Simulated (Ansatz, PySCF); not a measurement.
Gas-phase reaction (SMILES): N[Si](O)(O)O + [H][H] (H2) -> O[SiH](O)O [trihydroxysilane] + N (NH3); hydrogen cleaves one Si-N bond, a model of a ligand-exchange step.

Each molecule is optimised on its own at B3LYP-D3(BJ)/def2-TZVP (Ansatz, a quantum-chemistry and plane-wave program), one conformer each, not searched for the lowest. Valence correlation only, unless marked. Spin-orbit coupling is left out. No relativistic terms. CBS marks a two-point X^-3 extrapolation of the correlation energy; Hartree-Fock from the larger set. Thermal terms are rigid-rotor harmonic-oscillator values from B3LYP-D3(BJ) frequencies (Ansatz or PySCF) at 298.15 K and 1 atm. 1 Eh = 627.5095 kcal/mol.

| species | E, CCSD(T)/CBS(aug-cc-pV(T+d)Z,aug-cc-pV(Q+d)Z) (Ansatz) (Eh) | E, wB97M-V/def2-TZVPD (Ansatz) (Eh) | H - E (Eh) |
|---|---|---|---|
| N[Si](O)(O)O | -572.50811 | -573.16822 | 0.07786 |
| [H][H] (H2) | -1.17444 | -1.16077 | 0.01336 |
| O[SiH](O)O | -517.15971 | -517.76065 | 0.05830 |
| N (NH3) | -56.50411 | -56.55014 | 0.03799 |

Question: Work out ΔE and ΔH at 298.15 K at the first level, then ΔH at the second.

Answer: 
1. ΔE = [(-517.15971) + (-56.50411)] - [(-572.50811) + (-1.17444)] = 0.01873 Eh = 11.8 kcal/mol at CCSD(T)/CBS(aug-cc-pV(T+d)Z,aug-cc-pV(Q+d)Z).
2. The terms H - E add up to 0.00507 Eh, so ΔH = (0.01873 + (0.00507))×627.5095 = 14.9 kcal/mol.
3. At wB97M-V/def2-TZVPD the same steps give ΔE = 11.4 and ΔH = 14.6 kcal/mol, a shift of -0.3 from the first level.
4. These values are not checked against measurement here, since the tables used lack a sound gas-phase enthalpy of formation for at least one species.
